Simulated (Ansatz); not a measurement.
Cartesian coordinates in Å:
```
F -2.334 -0.816 0.150
Sb -1.408 0.842 0.490
Si 0.942 -0.202 0.169
H -1.396 1.322 -1.159
H 0.970 -1.077 -1.029
H 1.312 -0.984 1.376
H 1.913 0.915 0.003
```

Total charge 0; spin multiplicity 1. Sb takes the def2 core potential.

(1) List the r2SCAN/def2-TZVPP orbital energies in eV (the Gaussian-basis code of Ansatz). (Best estimate.)

Results:

(1) Computed: Occupied: -1791.27, -665.14, -154.48, -141.76, -106.32, -106.16, -106.06, -96.63, -96.60, -96.59, -34.70, -34.46, -34.39, -34.29, -34.24, -29.44, -15.29, -13.42, -10.44, -9.78, -9.69, -9.13, -9.12, -7.82, -6.56. Lowest empty: -2.37, -1.04, -0.27, 0.41, 0.77, 1.21, 3.23, 3.41.
